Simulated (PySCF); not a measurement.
**Steps of a relaxation of WOF3**

WOF3 (doublet; a saddle point, relaxed within its symmetry). PySCF 2.14.0, UKS BP86, W def2-SVP with ECP60, O def2-SVP, F def2-SVP; non-relativistic Hamiltonian with scalar-relativistic core potentials where named; density fitting; no spin-orbit coupling. Origin of the start: released along the symmetry-breaking force. Columns: position (Å) and force (eV/Å). Energies are counted from the last step; some of the 7 steps are shown. Forces carry noise of the integration grid, about 0.01 to 0.03 eV/Å.

Run from Python with OMP_NUM_THREADS=2. Where DIIS fails, smearing, a level shift and second-order steps follow.
It took 19 s on 2 threads of Arm Neoverse V2, with other jobs on the host, from the converged density of the start.

```xyz
5
step 0  E = 0.199 eV
W     0.0502    0.0111    0.0502    -1.71    1.04   -1.71
O     0.9629    1.0997    0.9629     0.54    1.00    0.54
F    -1.1480   -1.0650    0.9840    -0.66   -0.49    0.44
F     0.9840   -1.0650   -1.1480     0.44   -0.49   -0.66
F    -1.1332    1.0969   -1.1332     1.39   -1.05    1.39
```

```xyz
5
step 2  E = 0.004 eV
W     0.0471   -0.0064    0.0471     0.22   -0.21    0.22
O     0.9279    1.1656    0.9279    -0.04    0.01   -0.04
F    -1.2025   -1.0712    0.9913    -0.04    0.04   -0.01
F     0.9913   -1.0712   -1.2025    -0.01    0.04   -0.04
F    -1.0477    1.0610   -1.0477    -0.12    0.13   -0.12
```

```xyz
5
step 4  E = 0.001 eV
W     0.0562   -0.0178    0.0562    -0.02   -0.01   -0.02
O     0.9248    1.1697    0.9248     0.02    0.00    0.02
F    -1.2157   -1.0628    0.9944    -0.01    0.02    0.00
F     0.9944   -1.0628   -1.2157     0.00    0.02   -0.01
F    -1.0437    1.0514   -1.0437     0.01   -0.03    0.01
```

**Question.** Where does the relaxation end?

**Answer.** It converges at step 6 in Cs:
```xyz
5
step 6  E = 0
W     0.0598   -0.0208    0.0598
O     0.9288    1.1661    0.9288
F    -1.2243   -1.0519    0.9968
F     0.9968   -1.0519   -1.2243
F    -1.0450    1.0363   -1.0450
```

**Question.** How did the contacts change?

**Answer.** 
```json
{"contact": "W1–O2 (O)", "start (Å)": "1.689", "end (Å)": "1.709"}
{"contact": "W1–F3 (F)", "start (Å)": "1.862", "end (Å)": "1.895"}
{"contact": "W1–F4 (F)", "start (Å)": "1.862", "end (Å)": "1.895"}
{"contact": "W1–F5 (F)", "start (Å)": "1.995", "end (Å)": "1.886"}
```


Open shells may have lower solutions than the one found.
